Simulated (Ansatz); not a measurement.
Computed with Ansatz on PBE0-D4/def2-TZVP structures; ΔE is electronic, products minus reactants. CCSD(T)/CBS is the MP2 limit (def2-TZVPP, def2-QZVPP) plus CCSD(T) − MP2 in def2-TZVPP, frozen cores. DFT in def2-TZVPP. Each species was taken in one conformer, which may not be the lowest.

Reaction (isomerisation): `F/C=C/C(F)=C\F` → `CC#CC(F)(F)F`

**Question.** Is it downhill or uphill in electronic energy at CCSD(T)/CBS, and by how much? (Estimate.)

**Answer.** Ansatz gave: Downhill: ΔE = -0.29 eV.

**Question.** What do these levels give: PBE-D4, r2SCAN-D4, r2SCANh-D4, CAM-B3LYP-D4, ωB97X-V, PBE, BLYP, r2SCAN, CCSD(T)/def2-SVP, HF/def2-TZVPP, CCSD(T)/def2-TZVPP, SCS-MP2/def2-QZVPP? (Estimate.)

**Answer.** Ansatz gave: PBE-D4 -0.05, r2SCAN-D4 -0.17, r2SCANh-D4 -0.20, CAM-B3LYP-D4 -0.20, ωB97X-V -0.26, PBE -0.07, BLYP -0.05, r2SCAN -0.17, CCSD(T)/def2-SVP -0.41, HF/def2-TZVPP -0.40, CCSD(T)/def2-TZVPP -0.32, SCS-MP2/def2-QZVPP -0.43 eV.

Largest T1 diagnostic among the species: 0.013.

From PBE to PBE0 (25 % exact exchange), in def2-TZVPP and without D4, ΔE moves by −0.10 eV. Leaving LDA and LC-ωPBE aside and taking each functional with its dispersion term where it has one, the values, not all of them listed here, spread over 0.35 eV, from PBE-QIDH to BLYP-D4. At CCSD(T), def2-SVP lies −0.12 eV from the extrapolated value and def2-TZVPP −0.03 eV.
